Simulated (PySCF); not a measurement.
Sn(All)2(Cl)2, C₆H₁₀Cl₂Sn, SMILES C=C[CH2][Sn]([Cl])([Cl])[CH2]C=C, GFN2-xTB optimised geometry.

```
19

C      3.92     1.28     1.51
C      3.65    -0.01     1.28
C      3.24    -0.52     0.00
Sn     0.82    -0.52     0.00
Cl     0.23     1.78     0.00
Cl     0.17    -1.18     2.19
C     -0.79    -1.55    -1.49
C     -2.09    -1.31    -0.91
C     -2.87    -0.27    -1.23
H      4.24     1.63     2.47
H      3.84     2.02     0.72
H      3.73    -0.72     2.09
H      3.48    -1.56    -0.19
H      3.45     0.13    -0.84
H     -0.47    -2.58    -1.50
H     -0.60    -1.02    -2.42
H     -2.43    -2.02    -0.16
H     -2.55     0.45    -1.96
H     -3.84    -0.13    -0.79
```

Density from CAM-B3LYP/def2-SVP, def2 effective core potentials past Kr (PySCF) at that geometry. The core electrons that the potentials of Sn replace are not part of the density.

Minimum of the electron density along straight lines between bonded atoms, close to the bond critical point (lines longer than 1.1 times the sum of covalent radii, or with two minima, are not listed):

| bond | length / Å | ρ at the minimum / e bohr⁻³ | ∇²ρ there / e bohr⁻⁵ | position (fraction from the first atom) |
|---|---|---|---|---|
| C1–C2 | 1.336 | 0.340 | -0.91 | 0.50 |
| C2–C3 | 1.439 | 0.286 | -0.73 | 0.49 |
| Sn4–Cl5 | 2.372 | 0.075 | 0.19 | 0.47 |
| Sn4–Cl6 | 2.376 | 0.074 | 0.18 | 0.47 |
| C7–C8 | 1.439 | 0.285 | -0.73 | 0.51 |
| C8–C9 | 1.336 | 0.340 | -0.91 | 0.50 |
| C1–H10 | 1.075 | 0.285 | -1.11 | 0.64 |
| C1–H11 | 1.077 | 0.284 | -1.10 | 0.64 |
| C2–H12 | 1.082 | 0.284 | -1.10 | 0.64 |
| C3–H13 | 1.083 | 0.281 | -1.07 | 0.64 |
| C3–H14 | 1.084 | 0.280 | -1.07 | 0.64 |
| C7–H15 | 1.083 | 0.281 | -1.07 | 0.64 |
| C7–H16 | 1.084 | 0.280 | -1.07 | 0.64 |
| C8–H17 | 1.082 | 0.284 | -1.10 | 0.64 |
| C9–H18 | 1.077 | 0.283 | -1.10 | 0.64 |
| C9–H19 | 1.075 | 0.285 | -1.11 | 0.64 |
